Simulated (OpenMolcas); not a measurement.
## Yb3+: ligand-field states by method

Yb3+ with 6 ligands (chloride) in trigonal antiprismatic coordination (D3d) at 2.63 Å, a polar angle of 53.6° against the regular 54.74°. A charge of +0.5 e stands 2.4 Å behind each ligand. Ligand basis ANO-RCC-VDZP.
```
Yb    0.0000    0.0000    0.0000
Cl    0.0000    2.1180    1.5592
Cl   -1.8342   -1.0590    1.5592
Cl    1.8342   -1.0590    1.5592
Cl    0.0000   -2.1180   -1.5592
Cl    1.8342    1.0590   -1.5592
Cl   -1.8342    1.0590   -1.5592
```

| Property | Result |
| --- | --- |
| Program | OpenMolcas |
| Basis | ANO-RCC-VDZP [7s6p4d2f1g] |
| Scalar Hamiltonian | DKH2, point nucleus |
| Active space | 13 electrons in 7 orbitals (4f) |
| State averaging | 2S+1 = 2 odd, 7 roots |
| Spin-orbit coupling | RASSI with atomic mean-field integrals over the reference wave functions |

I. CASSCF
II. SS-CASPT2, IPEA 0.25 Eh, imaginary shift 0.1 Eh (closed shells correlated: 5s 5p and the ligand valence shells)

Spin-free states (labels of D3, the rotations of D3d) in cm-1, each column counted from its own energy of the first state listed:

| State | Degeneracy | I | II |
| --- | --- | --- | --- |
| 2E | 2 | 0 | 0 |
| 2A2 | 1 | 24 | 100 |
| 2E | 2 | 151 | 290 |
| 2A1 | 1 | 210 | 360 |
| 2A2 | 1 | 229 | 510 |

With spin-orbit coupling the lowest J multiplet is 200 (I), 393 (II) cm-1 wide, a factor of 1.97 from I to II.

χT at 300 K: I 2.53, II 2.46 cm3 K/mol.

Over all roots computed the reference weight is 0.65 in II; a low but even weight reflects the number of correlated electrons. Without dynamic correlation the ligand-field splitting of an f shell can come out too small, at times by half (holds for I). Splittings of an f shell from a small cluster at a set distance can be off by tens of per cent, mostly too small (holds for II). No measured value stands beside these numbers; the geometry was imposed, not optimised, and the real ion may take another.
